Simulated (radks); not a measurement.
Isoelectronic series with 38 electrons, each ion in its NIST ground configuration. All-electron calculation, scalar-relativistic Kohn-Sham, SCAN, spin-polarised, spherical densities, finite nucleus; open shells are filled with parallel spins first (spin-orbit coupling, left out, can overturn this in heavy ions); meta-GGA in the generalised Kohn-Sham scheme; Fermi nuclear charge, rms radius of each element as measured or else 0.836 A^(1/3) + 0.57 fm. Program: a radial shooting solver on a logarithmic mesh with Libxc functionals. Total energies (hartree) and mean radii <r> (bohr):

| ion | configuration | E (hartree) | 4d up | 4p down |
|---|---|---|---|---|
| Tc5+ | [Kr] 4d2 | -4281.01296 | 1.368 | 1.122 |
| Cd10+ | [Kr] 4d2 | -5564.85667 | 0.9699 | 0.8785 |
| I15+ | [Kr] 4d2 | -7035.40645 | 0.7674 | 0.7255 |
| Ce20+ | [Kr] 4d2 | -8697.8940 | 0.6392 | 0.6190 |
| Eu25+ | [Kr] 4d2 | -10558.6649 | 0.5493 | 0.5400 |
| Er30+ | [Kr] 4d2 | -12625.3432 | 0.4821 | 0.4788 |
| Ta35+ | [Kr] 4d2 | -14906.9399 | 0.4299 | 0.4297 |
